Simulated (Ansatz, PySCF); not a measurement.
Dimer: HBr (SMILES Br) (first 2 atoms) with H4OSi (SMILES O[SiH3]); geometry from B3LYP-D3(BJ)/def2-TZVP, rigid monomers moved along the line of their centres of mass till H2···O3 is 2.64 Å.
(charge 0, multiplicity 1):
```xyz
8

Br    -0.609    -1.156    -0.021
H     -0.155    -0.423     1.135
O      0.545     0.757     3.388
Si     0.040     0.391     4.933
H      1.229     1.419     3.261
H      1.168    -0.116     5.746
H     -0.990    -0.649     4.761
H     -0.527     1.588     5.594
```

Quantity: the interaction energy.

Counterpoise-corrected where a basis set is named; no monomer relaxation.

Frozen-core correlation. Filled d and f shells under p-block atoms count as core. CBS(a, b) extrapolates the correlation energy as X⁻³ and adds the Hartree–Fock energy of set b.

Codes used: Ansatz (an electronic-structure program); PySCF for the dispersion terms. 

Costs are ratios of core time to PBE/def2-TZVPPD (roughly 7 s), for whole runs (searches for the state included, and forces where a run took them) on one shared machine, so rough; each difference counts from -116.3 meV (CCSD(T)/CBS(def2-SVPD, def2-TZVPPD), a level with limits of its own).

A star marks coupled-cluster runs past 200 virtual orbitals, where the program's memory plan changes under this machine's limit, so their costs aren't comparable with smaller runs.

```tsv
level	basis functions	cost
PBE/def2-TZVPPD	230	×1
PBE-D3(BJ)/def2-TZVPPD	230	×1
PBE0/def2-TZVPPD	230	×1
PBE0-D3(BJ)/def2-TZVPPD	230	×1
B3LYP/def2-TZVPPD	230	×1
B3LYP-D3(BJ)/def2-TZVPPD	230	×1
r2SCAN/def2-TZVPPD	230	×1
r2SCAN-D3(BJ)/def2-TZVPPD	230	×1
CCSD(T)/def2-SVPD	128	×3
wB97X-V/def2-TZVPPD	230	×3
wB97M-V/def2-TZVPPD	230	×3
CCSD(T)/def2-TZVPPD	230	×100*
```

Each difference (meV): PBE/def2-TZVPPD 11.3; PBE-D3(BJ)/def2-TZVPPD -11.3; PBE0/def2-TZVPPD 10.9; PBE0-D3(BJ)/def2-TZVPPD -12.5; B3LYP/def2-TZVPPD 26.2; B3LYP-D3(BJ)/def2-TZVPPD -8.7; r2SCAN/def2-TZVPPD 8.7; r2SCAN-D3(BJ)/def2-TZVPPD -3.3; CCSD(T)/def2-SVPD -0.5; wB97X-V/def2-TZVPPD -4.5; wB97M-V/def2-TZVPPD 0.3; CCSD(T)/def2-TZVPPD 1.8.
